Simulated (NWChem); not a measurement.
Species: MgHSF; SMILES [SH][Mg][F]

```xyz
4

Mg     0.0229    -0.6195     0.0000
F      0.0112    -2.3577     0.0000
S      0.0574     1.6800     0.0000
H     -1.2940     1.7736     0.0000
```
Atoms are numbered in this order, from 1.

All runs: NWChem. The geometry was optimised at B3LYP/6-31G* (spherical d). Vertical excitations in the gas phase.

Question: Estimate the computed values for PBE/def2-SVPD, TDA. Quantities: lowest excitation, singlet (eV); oscillator strength of that lowest state; orbital gap (eV).

Answer: 
```
Property                                  Value
----------------------------------------  -----
lowest excitation, singlet (eV)            4.02
oscillator strength of that lowest state  0.041
orbital gap (eV)                           3.91
```
